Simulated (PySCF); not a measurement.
Species: C5H11NOSi.
Cartesian coordinates in Å at the GFN2-xTB level; atoms count from 1:
```
atom  x, y, z in Å
C1     3.747    0.125   -0.841
C2     2.742   -0.399   -0.161
O3     1.529    0.175   -0.101
Si4    0.129   -0.371    0.521
C5    -1.190   -1.010   -0.688
C6    -2.159    0.168   -0.800
C7    -2.162    0.902    0.538
N8    -0.773    1.022    0.926
H9     3.628    1.042   -1.390
H10    4.708   -0.352   -0.861
H11    2.847   -1.324    0.397
H12    0.401   -1.341    1.593
H13   -0.829   -1.306   -1.670
H14   -1.706   -1.870   -0.263
H15   -1.795    0.857   -1.563
H16   -3.167   -0.149   -1.073
H17   -2.740    0.331    1.279
H18   -2.614    1.894    0.445
H19   -0.607    1.616    1.720
```

Probes without a nucleus sit at each ring's centroid and 1 Å off its mean plane on both sides; NICS is minus the shielding there, NICSzz its component along the normal. Level: GIAO PBE0/pcSseg-1 (PySCF, non-relativistic, gas phase) on the GFN2-xTB geometry, one conformer.

Ring bond lengths (Å), with Mayer bond orders in brackets: Si4–C5 1.900 (0.88), C5–C6 1.530 (1.03), C6–C7 1.526 (1.03), C7–N8 1.446 (0.97), N8–Si4 1.708 (1.04).

Problem. What do the NICS probes read (ppm)?

Solution. 
```csv
ring,type,NICS(0),"NICS(1), two faces","NICS(1)zz, two faces",rms pucker (Å),"centre to ring atoms, mean (Å)"
Si4–C5–C6–C7–N8,5-membered ring with N and Si; formal bonds all single,-6.5,-3.4 / -3.6,-4.0 / -2.5,0.18,1.35
```

Problem. What do they say, and how far can they be read as aromaticity?

Solution. 
- Si4–C5–C6–C7–N8: mean NICS(1)zz -3.2 ppm, shielded. Si4, C5, C6, C7 have four or more neighbours; no verdict on aromaticity is drawn.

Problem. What field does 11.7 T along the ring normal induce along that normal at the second NICS(1) probe listed for ring Si4–C5–C6–C7–N8, 1 Å off the ring?

Solution. NICSzz × B0 = -2.5 ppm × 11.7 T = -29 μT, against the applied field.
